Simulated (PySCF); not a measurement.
## Nd(56+): ionisation energy

Nd(56+) [He] 2s2 (1S) → Nd(57+) [He] 2s1 (2S), as a difference of total energies. All numbers are calculated (PySCF 2.14, no relativity, point nucleus, in an uncontracted even-tempered set (17 s from 33 bohr⁻², ratio 2.2; 8 p from 50 bohr⁻², ratio 2.4; 5 d from 150 bohr⁻², ratio 2.4; 5 f from 230 bohr⁻², ratio 2.4; 4 g from 340 bohr⁻², ratio 2.4)). Correlated levels: nothing frozen; virtual orbitals above 40 to 60 times the deepest correlated orbital energy dropped. The calculations carry no spin-orbit coupling.

```json
{"method": "UHF", "ionisation energy (eV)": "11362.4"}
{"method": "LDA", "ionisation energy (eV)": "11357.3"}
{"method": "PBE", "ionisation energy (eV)": "11368.4"}
{"method": "PBE0", "ionisation energy (eV)": "11367.3"}
{"method": "r2SCAN", "ionisation energy (eV)": "11360.2"}
{"method": "BP86", "ionisation energy (eV)": "11369.0"}
{"method": "TPSS", "ionisation energy (eV)": "11367.7"}
{"method": "MP2 (all electrons)", "ionisation energy (eV)": "11372.8"}
{"method": "SCS-MP2 (all electrons)", "ionisation energy (eV)": "11374.8"}
```

How much does correlation contribute at MP2 (all electrons)?

11372.8 − (11362.4) = 10.4 eV, measured against UHF.

The gap to the reference is mostly relativistic.

For comparison: 12082 ± 5 eV (theoretical estimate listed by NIST; NIST Atomic Spectra Database, ionization energies).
